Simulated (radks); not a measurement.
These are the eigenvalues of the occupied orbitals of an atom or ion with whole-number occupations (Ry). All-electron calculation, scalar-relativistic Kohn-Sham, PBEsol, spin-polarised, spherical densities, finite nucleus; Fermi nuclear charge, rms radius of each element as measured or else 0.836 A^(1/3) + 0.57 fm. Program: a radial shooting solver on a logarithmic mesh with Libxc functionals.

1s up: -1779.470
1s down: -1779.470
2s up: -263.6230
2s down: -263.5625
2p up: -236.8529
2p down: -236.8066
3s up: -51.09729
3s down: -51.06308
3p up: -42.30339
3p down: -42.26487
3d up: -28.33396
3d down: -28.27706
4s up: -10.61233
4s down: -10.36418
4p up: -8.05038
4p down: -7.79338
4d up: -4.31325
4d down: -4.05655

Which element is it, and in what charge state? The configuration may be excited. Open shells, if any, are filled with parallel spins first.

Answer. Z = 46, palladium, charge +4: Pd4+ in [Kr] 4d6. The list shows which subshells hold electrons but not how many an open one holds; the 1s level, -889.73 hartree, gives Z - s = 42.2 by -(Z - s)^2/2, which with screening and relativity narrows Z to a few neighbours, and the depths of the outer levels then fix element, charge and occupations together.
